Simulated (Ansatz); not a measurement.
trichloroethylene cation (C2HCl3), SMILES ClC(Cl)=CCl (connectivity only; charge and spin as stated), charge +1, multiplicity 2.

The structure is a stationary point at B3LYP-D3(BJ)/def2-SVP. The multiplicity is an assumed one; other spin states were not compared.

Two levels are set side by side: PBE/def2-SVPD (Ansatz, a first-principles code) and CAM-B3LYP/def2-SVPD (Ansatz). Energy differences of separate SCF runs at the same geometry; the states with an electron removed or added have multiplicity 1 and 1. Differences are taken from unrounded values.

```tsv
quantity	PBE
vertical ionisation energy (eV)	15.50
vertical electron affinity (eV)	8.84
```

Q: These are the PBE values. What does CAM-B3LYP give? (The exact figures need the calculation; the answer reports its results.)

A: 
```json
[
 {"quantity": "vertical ionisation energy (eV)", "CAM-B3LYP": "15.91", "PBE minus CAM-B3LYP": "-0.41"},
 {"quantity": "vertical electron affinity (eV)", "CAM-B3LYP": "9.12", "PBE minus CAM-B3LYP": "-0.28"}
]
```
